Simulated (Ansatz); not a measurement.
Cost and result for the atomization energy of ClH4O2Si2 (`O[SiH][SiH](O)Cl`) radical (9 atoms, 8 bonds).

Cartesian coordinates in Å:
```
O 1.067 1.534 1.381
Si 0.156 0.154 1.425
Si 0.037 -0.790 -0.703
O -0.569 0.260 -1.806
Cl -1.213 -2.421 -0.467
H 0.939 2.176 2.082
H -1.199 0.427 1.997
H 1.329 -1.347 -1.178
H -0.547 0.008 -2.731
```

Total charge 0; spin multiplicity 2. The geometry is a stationary point of PBE0-D4/def2-TZVP. It is one conformer, not always the lowest. Program: Ansatz. All runs use 2 threads of an AMD EPYC 7R13 on a shared host and a share of an NVIDIA H100 80 GB. Times are those of one run each, without the atoms' runs, and a repeat can differ threefold. Electronic energies, without spin–orbit coupling; frozen cores. CCSD(T)/CBS adds CCSD(T) − MP2 in def2-TZVPP to the MP2 limit, and its time is that of the two runs behind it. T1 = 0.014; ⟨S²⟩ of the reference is 0.76. B3LYP takes the VWN-RPA correlation (the form of Gaussian; ORCA's B3LYP/G). HSE06 is the plane-wave form, built on full-range PBE exchange.

CCSD(T)/CBS is a level of theory with its own doubt, some kJ/mol a heavy atom from the limit and from the frozen cores, so smaller differences don't rank the functionals.

| level | functions | wall time |
| --- | --- | --- |
| PBE-D4/def2-TZVPP (with forces) | 244 | 2 s |
| revPBE-D4/def2-TZVPP | 244 | 2 s |
| BHLYP-D4/def2-TZVPP | 244 | 2.4 s |
| B3LYP-D4/def2-TZVPP (with forces) | 244 | 2.5 s |
| CAM-B3LYP-D4/def2-TZVPP | 244 | 2.5 s |
| HSE06-D4/def2-TZVPP | 244 | 2.6 s |
| B97M-V/def2-TZVPP | 244 | 3.3 s |
| MP2/def2-QZVPP | 444 | 3.4 s |
| CCSD(T)/def2-SVP | 102 | 3.6 s |
| ωB97X-V/def2-TZVPP | 244 | 4.1 s |
| B2PLYP/def2-TZVPP | 244 | 4.4 s |
| CCSD(T)/def2-TZVPP | 244 | 11 s |
| CCSD(T)/CBS(def2) | – | 14 s |

Problem. What atomization energy does each give, and how far from CCSD(T)/CBS? (Estimate.)

Solution. The calculation gave: 
| level | atomization (kJ/mol) | difference from CCSD(T)/CBS | per bond |
| --- | --- | --- | --- |
| PBE-D4/def2-TZVPP (with forces) | 3100.4 | 22.9 | 2.9 |
| revPBE-D4/def2-TZVPP | 3020.1 | -57.4 | -7.2 |
| BHLYP-D4/def2-TZVPP | 2949.8 | -127.7 | -16.0 |
| B3LYP-D4/def2-TZVPP (with forces) | 3044.3 | -33.2 | -4.2 |
| CAM-B3LYP-D4/def2-TZVPP | 3064.1 | -13.4 | -1.7 |
| HSE06-D4/def2-TZVPP | 3039.2 | -38.3 | -4.8 |
| B97M-V/def2-TZVPP | 3079.3 | 1.8 | 0.2 |
| MP2/def2-QZVPP | 3113.1 | 35.6 | 4.5 |
| CCSD(T)/def2-SVP | 2765.0 | -312.5 | -39.1 |
| ωB97X-V/def2-TZVPP | 3079.7 | 2.2 | 0.3 |
| B2PLYP/def2-TZVPP | 3013.8 | -63.7 | -8.0 |
| CCSD(T)/def2-TZVPP | 2967.9 | -109.6 | -13.7 |
| CCSD(T)/CBS(def2) | 3077.5 | 0.0 | 0.0 |

From PBE to PBE0 (25 % exact exchange), in def2-TZVPP and without D4, the atomization energy moves by −60.2 kJ/mol: exact exchange takes away binding that semilocal exchange gives to molecules. In def2-TZVPP, CCSD(T) changes the Hartree–Fock value by +786.8 kJ/mol (the triples alone add +50.0 kJ/mol) and MP2 by +865.9 kJ/mol; breaking electron pairs costs correlation energy, which Hartree–Fock lacks. The D4 term adds +39.0 kJ/mol with B3LYP and +20.5 kJ/mol with PBE0; it sums over pairs of atoms, weighted by their polarisabilities, and B3LYP, whose exchange is more repulsive, gets the larger term.
